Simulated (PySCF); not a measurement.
**A single-point calculation**

Y2S3 (singlet). PySCF 2.14.0, RKS B3LYP, Y def2-SVP with ECP28, S def2-SVP; non-relativistic Hamiltonian with scalar-relativistic core potentials where named; density fitting; no spin-orbit coupling. Purpose: singlet excitations, Tamm-Dancoff B3LYP.

```python
mol = gto.M(atom='''
Y      0.62173    -0.15266     2.33983
Y      0.62173    -0.15266    -2.33983
S      1.60169    -0.39328    -0.00000
S     -1.60113     0.39314     2.68802
S     -1.60113     0.39314    -2.68802''',
    basis={'Y': 'def2-SVP', 'S': 'def2-SVP'},
    ecp={'Y': 'def2-SVP'},
    charge=0, spin=0)
mf = dft.RKS(mol, xc='B3LYP')
mf.grids.atom_grid = (50, 194)
mf = mf.density_fit()  # fitting sets: Y def2-universal-JKFIT, S def2-universal-JKFIT
mf.conv_tol = 1e-08; mf.max_cycle = 55
mf.kernel(dm0)  # dm0: converged density of the relaxed state
td = mf.TDA(); td.nstates = 8; td.kernel()
```

Run from Python with OMP_NUM_THREADS=2; the lines above give its settings. Where DIIS fails, smearing, a level shift and second-order steps follow.
It took 45 s on 2 threads of Arm Neoverse V1, on a shared host, from an already converged density.

**Question.** Where do the frontier levels lie, over both spins?

**Answer.** HOMO -5.43 eV, LUMO -2.83 eV. 

**Question.** What are the Mulliken charges and spins?

**Answer.** 
```
atom  charge (e)  spin (e)
  Y1       0.572     0.000
  Y2       0.572     0.000
  S3      -0.571     0.000
  S4      -0.286     0.000
  S5      -0.286     0.000
```

**Question.** Which singlet excitations follow (Tamm-Dancoff, 8 states)?

**Answer.** 
```csv
state,eV,oscillator strength
1,1.77,0.0096
2,1.84,0.0031
3,1.97,0.0000
4,1.99,0.0205
5,2.29,0.0133
6,2.30,0.0018
7,2.36,0.0138
8,2.41,0.0163
```
Functionals without range separation put charge-transfer states too low; the basis has no diffuse functions.

The geometry was relaxed with TPSS (Y def2-SVP with ECP28, S def2-SVP).
